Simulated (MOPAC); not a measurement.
A run for MOPAC: PM7 on InC, 2S+1 = 4, a spin state set in the input, which need not be the lowest, a point of a bond scan (R = 2.266 Å).

```
PM7 1SCF PRECISE CHARGE=0 UHF MS=1.5 THREADS=1
CIn

C      0.00000000 1     0.00000000 1     0.00000000 1
In     0.00000000 1     0.00000000 1     2.26649700 1
```

Output:

```
*******************************************************************************
 **                                                                           **
 **                              MOPAC v23.2.5                                **
 **                                                                           **
 *******************************************************************************
 ** MOPAC's Digital Object Identifier: https://doi.org/10.5281/zenodo.6511958 **
 **                                                                           **
 ** Please cite the open-source release paper for use of this MOPAC version:  **
 ** J. E. Moussa and J. J. P. Stewart (2026)                                  **
 ** MOPAC: An open-source semiempirical molecular orbital program             **
 ** J. Open Source Softw., 11(119), 8025, https://doi.org/10.21105/joss.08025 **
 *******************************************************************************

                              PM7 CALCULATION RESULTS

 *******************************************************************************
 *  PM7        - The PM7 Hamiltonian to be used
 *  UHF        - UNRESTRICTED HARTREE-FOCK CALCULATION
 *
 *
 *
 *                 CHARGE ON SYSTEM = 0
 *
 *
 *
 *  MS=        - IN MECI, MAGNETIC COMPONENT OF SPIN =  1.5
 *  PRECISE    - TIGHTER CRITERIA TO BE USED
 *  1SCF       - DO 1 SCF AND THEN STOP
 *  THREADS=1  - MULTI-THREADING NOT USED
 *  T=         - A TIME OF 172800.0 SECONDS REQUESTED
 *  DUMP=N     - RESTART FILE WRITTEN EVERY 7200.0 SECONDS REQUESTED
 *******************************************************************************
PM7 1SCF PRECISE CHARGE=0 UHF MS=1.5 THREADS=1
 CIn

   ATOM   CHEMICAL          X               Y               Z
  NUMBER   SYMBOL      (ANGSTROMS)     (ANGSTROMS)     (ANGSTROMS)

     1       C          0.00000000  *   0.00000000  *   0.00000000  *
     2      In          0.00000000  *   0.00000000  *   2.26649700  *



          CARTESIAN COORDINATES

    NO.       ATOM           X           Y           Z

     1         C          0.0000      0.0000      0.0000
     2        In          0.0000      0.0000      2.2665

 General Reference for PM7:
 "Optimization of Parameters for Semiempirical Methods VI: More Modifications to the
 NDDO Approximations and Re-optimization of Parameters", J. J. P. Stewart, J. Mol. Mod., 1:32, 19 (2013)
 https://link.springer.com/article/10.1007/s00894-012-1667-x

           Empirical Formula: C In  =     2 atoms



      MOLECULAR POINT GROUP   :   C*v


          UHF CALCULATION, NO. OF ALPHA ELECTRONS =    5
                           NO. OF BETA  ELECTRONS =    2

 -------------------------------------------------------------------------------
 PM7 1SCF PRECISE CHARGE=0 UHF MS=1.5 THREADS=1
 CIn



     1SCF WAS SPECIFIED, SO BFGS WAS NOT USED
     SCF FIELD WAS ACHIEVED


                              PM7 CALCULATION
                                                       MOPAC v23.2.5 Linux




          FINAL HEAT OF FORMATION =        203.61115 KCAL/MOL =     851.90906 KJ/MOL


          COSMO AREA              =         87.09 SQUARE ANGSTROMS
          COSMO VOLUME            =         71.42 CUBIC ANGSTROMS

          IONIZATION POTENTIAL    =          7.194001 EV
          ALPHA SOMO LUMO (EV)    =         -7.194  2.294
          BETA  SOMO LUMO (EV)    =         -8.678  1.093
          NO. OF ALPHA ELECTRONS  =          5
          NO. OF BETA  ELECTRONS  =          2
          MOLECULAR WEIGHT        =        126.8310         POINT GROUP:  C*v

          MOLECULAR DIMENSIONS (Angstroms)

            Atom       Atom       Distance
           In     2    C     1     2.26650
           In     2    C     1     0.00000
            C     1   In     2     0.00000


          SCF CALCULATIONS        =          1





   ATOM   CHEMICAL          X               Y               Z
  NUMBER   SYMBOL      (ANGSTROMS)     (ANGSTROMS)     (ANGSTROMS)

     1       C          0.00000000  *   0.00000000  *   0.00000000  *
     2      In          0.00000000  *   0.00000000  *   2.26649700  *

                             CARTESIAN COORDINATES

   1    C        0.000000000     0.000000000     0.000000000
   2   In        0.000000000     0.000000000     2.266497000


           Empirical Formula: C In  =     2 atoms



      MOLECULAR POINT GROUP   :   C*v


          ALPHA EIGENVALUES
 -16.04388  -9.22638  -8.78763  -7.57376  -7.19400   2.29377   2.56638   3.43915


           BETA EIGENVALUES
 -14.54446  -8.67802   1.09334   1.64004   2.61131   3.94585   3.96181   6.06900


              NET ATOMIC CHARGES AND DIPOLE CONTRIBUTIONS

  ATOM NO.   TYPE          CHARGE      No. of ELECS.   s-Pop       p-Pop
    1          C          -0.417840        4.4178     1.82372     2.59412
    2         In           0.417840        2.5822     0.41392     2.16824
 DIPOLE           X         Y         Z       TOTAL
 POINT-CHG.     0.000     0.000     4.549     4.549
 HYBRID        -0.000     0.000    -1.138     1.138
 SUM           -0.000     0.000     3.410     3.410


          ATOMIC ORBITAL ELECTRON POPULATIONS

     Atom    s        px        py        pz
    1  C   1.82372   1.00000   0.97756   0.61656
    2 In   0.41392   1.00000   0.02244   1.14580


                    (SZ)    =    1.500000
                    (S**2)  =    4.661792


          ATOMIC ORBITAL SPIN POPULATIONS

    Atom   Total    s     px     py     pz
         Atomic
    1  C  2.5278  0.010  1.000  0.978  0.540
    2 In  0.4722 -0.105  1.000  0.022 -0.445

 **********************
 *                    *
 * JOB ENDED NORMALLY *
 *                    *
 **********************




 == MOPAC DONE ==
```

The run finished. Its determinant has ⟨S²⟩ = 4.66, a mixture of spin states.

Cost: roughly 0.020 core-seconds.
